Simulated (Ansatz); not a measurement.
## A family of molecules: the atomisation energy (no zero-point term)

One atom is swapped for its congeners: PBr3 (phosphorus tribromide) `BrP(Br)Br`; AsBr3 (arsenous tribromide) `Br[As](Br)Br`; SbBr3 (antimony bromide) `[Br][Sb]([Br])[Br]`; BiBr3 `[Br][Bi]([Br])[Br]`. All are singlets with charge 0.

Shapes, held fixed at every level: PBE0-D4/def2-TZVP. Programs: Ansatz 0.2.0. Values in eV.

```json
{"level": "HF/def2-SVP", "PBr3": "3.78", "AsBr3": "3.85", "SbBr3": "4.35", "BiBr3": "4.04"}
{"level": "HF/def2-TZVPP", "PBr3": "4.28", "AsBr3": "4.14", "SbBr3": "4.71", "BiBr3": "4.43"}
{"level": "PBE-D4/def2-TZVPP", "PBr3": "9.33", "AsBr3": "9.08", "SbBr3": "9.28", "BiBr3": "9.17"}
{"level": "B3LYP-D4/def2-TZVPP", "PBr3": "8.53", "AsBr3": "8.37", "SbBr3": "8.68", "BiBr3": "8.56"}
{"level": "MP2/def2-TZVPP", "PBr3": "8.44", "AsBr3": "8.22", "SbBr3": "8.43", "BiBr3": "8.32"}
{"level": "CCSD(T)/def2-TZVPP", "PBr3": "7.88", "AsBr3": "7.75", "SbBr3": "8.00", "BiBr3": "7.85"}
```

At CCSD(T)/def2-TZVPP the atomisation energy isn't monotonic: it is largest for Sb and smallest for As (8.00 and 7.75 eV). 1 of 6 levels show this order throughout; 3 agree on the largest and the smallest. For atoms past krypton def2 sets carry core potentials with scalar relativity. Relativity is left out for As, Br unless named. Correlated rows may include outer-core shells of As, Bi, Br, Sb, which these sets cover unevenly. Spin-orbit coupling, which grows down the group, is left out (summed over each molecule's free atoms 0.46, 0.46, 0.46, 0.46 eV).
